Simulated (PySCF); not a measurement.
C₄H₆F₃NO.
Atom-mapped SMILES: `[CH2:1]=[N:2][C@H:3]([O:4][CH3:5])[C:6]([F:7])([F:8])[F:9]` (hydrogens: H10, H11 on C1; H12 on C3; H13, H14, H15 on C5)

Computed geometry: GFN2-xTB, gas phase.

Problem. List the bond lengths, angles and torsions at this level.

Solution. 
```
                  bond  length (bohr)   order
                 C1=N2          2.369  double
                 N2–C3          2.712  single
                 C3–O4          2.644  single
                 O4–C5          2.671  single
                 C3–C6          2.910  single
   C6–F7, C6–F8, C6–F9          2.523  single
                C1–H10          2.039  single
                C1–H11          2.061  single
                C3–H12          2.085  single
C5–H13, C5–H14, C5–H15          2.064  single
```

Bonds in one row agree within 0.02 bohr and their mean is given. Orders are formal, as drawn. A selection of angles:
```
   angle  degrees
C1–N2–C3    120.7
N2–C3–O4    117.2
N2–C3–C6    107.0
O4–C3–C6    106.2
C3–O4–C5    114.0
C3–C6–F7    112.0
F7–C6–F8    107.3
```

Dihedral angles: C1–N2–C3–O4 20° (synperiplanar); N2–C3–O4–C5 83° (synclinal); N2–C3–C6–F7 63° (synclinal).

Of the pairs four or more bonds apart, O4···H11 is among the closest relative to their van der Waals radii: 2.46 Å, 91 % of the sum of Bondi's values. All 3 C–F bonds measure 1.334 to 1.336 Å. The C–N distances run from 1.254 Å (C1=N2, drawn double) to 1.435 Å (N2–C3, drawn single), a spread of 0.181 Å.

Point group: C1 (no symmetry element, even within 0.4 Å). Stationary, but not proved a minimum. One conformer, not necessarily the lowest.
